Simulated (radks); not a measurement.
Q: Ionisation of the rhodium ion Rh2+, [Kr] 4d7, to [Kr] 4d6 as the strength of local exchange is varied. All-electron calculation, Dirac Kohn-Sham, Slater X-alpha exchange (alpha = 2/3 is LDA exchange), no correlation, spin-unpolarised, spherical densities, finite nucleus; open shells fill j = l - 1/2 first; Fermi nuclear charge, rms radius 4.4945 fm. Program: a radial shooting solver on a logarithmic mesh with Libxc functionals.

| alpha | E(Rh2+) (hartree) | exchange (hartree) | IE (eV) | -e of the level emptied (eV) | <r> of it (bohr) |
|---|---|---|---|---|---|
| 0.589 | -4760.15636 | -113.88815 | 29.465 | 22.924 (4d5/2) | 1.492 |
| 0.653 | -4772.54707 | -126.58483 | 30.669 | 24.019 (4d5/2) | 1.470 |
| 0.663 | -4774.48597 | -128.57436 | 30.860 | 24.193 (4d5/2) | 1.467 |
| 0.667 | -4775.26174 | -129.37061 | 30.936 | 24.263 (4d5/2) | 1.465 |
| 0.801 | -4801.32128 | -156.18635 | 33.573 | 26.679 (4d5/2) | 1.422 |
| 1.042 | -4848.53655 | -205.10492 | 38.656 | 31.388 (4d5/2) | 1.353 |
| x | -4805.22260 | -160.21226 | 33.978 | 27.052 (4d5/2) | 1.416 |

Which alpha was used in the last row?

A: alpha = 0.821. NIST Atomic Spectra Database: 31.060 eV (semi-empirical). The Delta-SCF value meets it near alpha = 0.67. Spin polarisation and multiplet splitting are left out, so open shells lie too high by an amount that depends on their filling.

Beside tabulated values, note that spin-unpolarised runs miss the spin-polarisation part of the exchange energy of open shells.
